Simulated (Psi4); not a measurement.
HCl3Ge, singlet, at a GFN2-xTB geometry; SVWN/3-21G (Psi4 1.11).

Psi4 was given this input:
```
memory 2 GB

molecule {
0 1
Ge   -0.02977891   -0.00209901    0.41684983
Cl   -0.20148143    1.97371341   -0.30550782
Cl    1.83642666   -0.79169952   -0.17384882
Cl   -1.57075463   -1.17748931   -0.41919355
H    -0.13831524   -0.00974937    1.93615862
}

set {
  basis 3-21g
}

energy('svwn')
print_variables()
```

What does Psi4 print? Leave out banner, timings and long lists.


```
   => Loading Basis Set <=

    Name: 3-21G
    Role: ORBITAL
    Keyword: BASIS

         ---------------------------------------------------------
                                   SCF
               by Justin Turney, Rob Parrish, Andy Simmonett
                          and Daniel G. A. Smith
                              RKS Reference
         ---------------------------------------------------------

  ==> Geometry <==

    Molecular point group: c1
    Full point group: C1

    Geometry (in Angstrom), charge = 0, multiplicity = 1:

       Center              X                  Y                   Z               Mass
    ------------   -----------------  -----------------  -----------------  -----------------
         GE          -0.029244988759    -0.002061377960     0.409375945086    73.921177761000
         CL          -0.200947508759     1.973751042040    -0.312981704914    34.968852682000
         CL           1.836960581241    -0.791661887960    -0.181322704914    34.968852682000
         CL          -1.570220708759    -1.177451677960    -0.426667434914    34.968852682000
         H           -0.137781318759    -0.009711737960     1.928684735086     1.007825032230

  Running in c1 symmetry.

  Rotational constants: A =      0.07242  B =      0.07242  C =      0.04079 [cm^-1]
  Rotational constants: A =   2170.99418  B =   2170.99417  C =   1222.91158 [MHz]
  Nuclear repulsion =  562.749889453689548

  Charge       = 0
  Multiplicity = 1
  Electrons    = 84
  Nalpha       = 42
  Nbeta        = 42

  ==> Algorithm <==

  SCF Algorithm Type is DF.
  DIIS enabled.
  MOM disabled.
  Fractional occupation disabled.
  Guess Type is SAD.
  Energy threshold   = 1.00e-06
  Density threshold  = 1.00e-06
  Integral threshold = 1.00e-12

  ==> Primary Basis <==

  Basis Set: 3-21G
    Blend: 3-21G
    Number of shells: 33
    Number of basis functions: 64
    Number of Cartesian functions: 64
    Spherical Harmonics?: false
    Max angular momentum: 2

  ==> DFT Potential <==

   => LibXC <=

    Version 7.1.2
    S. Lehtola, C. Steigemann, M. J. T. Oliveira, and M. A. L. Marques,  SoftwareX 7, 1–5 (2018) (10.1016/j.softx.2017.11.002)

   => Composite Functional: SVWN <=

    Slater exchange
    Vosko, Wilk & Nusair (VWN5_RPA)
    P. A. M. Dirac,  Math. Proc. Cambridge Philos. Soc. 26, 376 (1930) (10.1017/S0305004100016108)
    F. Bloch,  Z. Phys. 57, 545 (1929) (10.1007/BF01340281)
    S. H. Vosko, L. Wilk, and M. Nusair,  Can. J. Phys. 58, 1200 (1980) (10.1139/p80-159)

    Deriv               =              1
    GGA                 =          FALSE
    Meta                =          FALSE

    Exchange Hybrid     =          FALSE
    MP2 Hybrid          =          FALSE

   => Exchange Functionals <=

    1.0000         XC_LDA_X

   => Correlation Functionals <=

    1.0000   XC_LDA_C_VWN_RPA

   => LibXC Density Thresholds  <==

    XC_LDA_C_VWN_RPA:  1.00E-15
    XC_LDA_X:  1.00E-15

   => Molecular Quadrature <=

    Radial Scheme          =       TREUTLER
    Pruning Scheme         =           NONE
    Nuclear Scheme         =       TREUTLER

    Blocking Scheme        =         OCTREE
    BS radius alpha        =              1
    Pruning alpha          =              1
    Radial Points          =             75
    Spherical Points       =            302
    Total Points           =         105359
    Total Blocks           =            873
    Max Points             =            256
    Max Functions          =             53
    Weights Tolerance      =       1.00E-15

   => Loading Basis Set <=

    Name: (3-21G AUX)
    Role: JKFIT
    Keyword: DF_BASIS_SCF

  ==> Integral Setup <==

  SCF_SUBTYPE=INCORE selected. In-core MEM_DF algorithm will be used.
  Using in-core AOs.

  ==> MemDFJK: Density-Fitted J/K Matrices <==

    J tasked:                   Yes
    K tasked:                    No
    wK tasked:                   No
    Algorithm:                 Core
    Schwarz Cutoff:           1E-12
    Mask sparsity (%):       7.3242
    Fitting Condition:        1E-10

   => Auxiliary Basis Set <=

  Basis Set: (3-21G AUX)
    Blend: DEF2-UNIVERSAL-JKFIT
    Number of shells: 180
    Number of basis functions: 856
    Number of Cartesian functions: 856
    Spherical Harmonics?: false
    Max angular momentum: 5

  Minimum eigenvalue in the overlap matrix is 1.2509513781E-02.
  Reciprocal condition number of the overlap matrix is 3.1412925319E-03.
    Using symmetric orthogonalization.

  ==> Pre-Iterations <==

  SCF Guess: Superposition of Atomic Densities via on-the-fly atomic UHF (no occupation information).

   -------------------------
    Irrep   Nso     Nmo
   -------------------------
     A         64      64
   -------------------------
    Total      64      64
   -------------------------

  ==> Iterations <==

                           Total Energy        Delta E     RMS |[F,P]|

   @DF-RKS iter SAD: -3432.91732854632301   -3.43292e+03   0.00000e+00
   @DF-RKS iter   1: -3435.34467649732369   -2.42735e+00   1.52488e-02 DIIS/ADIIS
   @DF-RKS iter   2: -3435.46189016773133   -1.17214e-01   9.82020e-03 DIIS/ADIIS
   @DF-RKS iter   3: -3435.72858549625380   -2.66695e-01   3.55661e-03 DIIS/ADIIS
   @DF-RKS iter   4: -3435.76187700888249   -3.32915e-02   1.18110e-03 DIIS/ADIIS
   @DF-RKS iter   5: -3435.76541241263385   -3.53540e-03   1.84106e-04 DIIS/ADIIS
   @DF-RKS iter   6: -3435.76553196817758   -1.19556e-04   1.69405e-05 DIIS
   @DF-RKS iter   7: -3435.76553325543409   -1.28726e-06   3.17754e-06 DIIS
   @DF-RKS iter   8: -3435.76553329485023   -3.94161e-08   8.45155e-08 DIIS
  Energy and wave function converged.

  ==> Post-Iterations <==

   Electrons on quadrature grid:
      Ntotal   =   83.9999859052 ; deviation = -1.409e-05

    Orbital Energies [Eh]
    ---------------------

    Doubly Occupied:

       1A   -393.833619     2A    -99.641579     3A    -99.641255
       4A    -99.641250     5A    -48.964880     6A    -43.516314
       7A    -43.516314     8A    -43.515109     9A     -9.114476
      10A     -9.113167    11A     -9.113162    12A     -6.987317
      13A     -6.987294    14A     -6.987126    15A     -6.976587
      16A     -6.976505    17A     -6.976499    18A     -6.976398
      19A     -6.976089    20A     -6.976078    21A     -6.000138
      22A     -4.210639    23A     -4.210633    24A     -4.205680
      25A     -1.104714    26A     -1.104690    27A     -1.098954
      28A     -1.093695    29A     -1.093676    30A     -0.845944
      31A     -0.799579    32A     -0.799578    33A     -0.558746
      34A     -0.431717    35A     -0.424296    36A     -0.424294
      37A     -0.347411    38A     -0.347409    39A     -0.333886
      40A     -0.333885    41A     -0.330429    42A     -0.324080

    Virtual:

      43A     -0.120571    44A     -0.061646    45A     -0.061646
      46A      0.025583    47A      0.144404    48A      0.169625
      49A      0.177989    50A      0.177991    51A      0.450517
      52A      0.450521    53A      0.466204    54A      0.466206
      55A      0.474888    56A      0.575476    57A      0.588038
      58A      0.588040    59A      0.597286    60A      0.649182
      61A      0.649183    62A      0.806442    63A      1.023490
      64A      7.874536

    Final Occupation by Irrep:
              A
    DOCC [    42 ]
    NA   [    42 ]
    NB   [    42 ]

  @DF-RKS Final Energy: -3435.76553329485023

   => Energetics <=

    Nuclear Repulsion Energy =            562.7498894536895477
    One-Electron Energy =               -5903.7445134293338924
    Two-Electron Energy =                2063.3963011739147078
    DFT Exchange-Correlation Energy =    -158.1672104931202227
    Empirical Dispersion Energy =           0.0000000000000000
    VV10 Nonlocal Energy =                  0.0000000000000000
    Total Energy =                      -3435.7655332948502291

Computation Completed

Properties will be evaluated at   0.000000,   0.000000,   0.000000 [a0]

Properties computed using the SCF density matrix

 Multipole Moments:

 ------------------------------------------------------------------------------------
     Multipole            Electronic (a.u.)      Nuclear  (a.u.)        Total (a.u.)
 ------------------------------------------------------------------------------------

 L = 1.  Multiply by 2.5417464519 to convert [e a0] to [Debye]
 Dipole X            :         -0.1413829            0.0847528           -0.0566302
 Dipole Y            :         -0.0099552            0.0059739           -0.0039813
 Dipole Z            :          1.9790076           -1.1863821            0.7926254
 Magnitude           :                                                    0.7946558

 ------------------------------------------------------------------------------------

  Variable Map:
  ----------------------------------------------------------------------------
  "CURRENT ENERGY"              =>   -3435.765533294850
  "CURRENT REFERENCE ENERGY"    =>   -3435.765533294850
  "DD SOLVATION ENERGY"         =>       0.000000000000
  "DFT FUNCTIONAL TOTAL ENERGY" =>   -3435.765533294850
  "DFT TOTAL ENERGY"            =>   -3435.765533294850
  "DFT VV10 ENERGY"             =>       0.000000000000
  "DFT XC ENERGY"               =>    -158.167210493120
  "GRID ELECTRONS ALPHA"        =>      41.999992952622
  "GRID ELECTRONS BETA"         =>      41.999992952622
  "GRID ELECTRONS TOTAL"        =>      83.999985905244
  "NUCLEAR REPULSION ENERGY"    =>     562.749889453690
  "ONE-ELECTRON ENERGY"         =>   -5903.744513429334
  "PCM POLARIZATION ENERGY"     =>       0.000000000000
  "PE ENERGY"                   =>       0.000000000000
  "SCF ITERATION ENERGY"        =>   -3435.765533294850
  "SCF ITERATIONS"              =>       8.000000000000
  "SCF TOTAL ENERGY"            =>   -3435.765533294850
  "TWO-ELECTRON ENERGY"         =>    2063.396301173915
  "XC GRID RADIAL POINTS"       =>      75.000000000000
  "XC GRID SPHERICAL POINTS"    =>     302.000000000000
  "XC GRID TOTAL POINTS"        =>  105359.000000000000

  Array Variable Map:
  ----------------------------------------------------------------------------
  "CURRENT DIPOLE"              =>      -0.056630162376 ... 0.792625437924 1 by 3
  "SCF DIPOLE"                  =>      -0.056630162376 ... 0.792625437924 1 by 3
  "SCF TOTAL ENERGIES"          =>   -3432.917328546323 ... -3435.765533294850 1 by 9
```
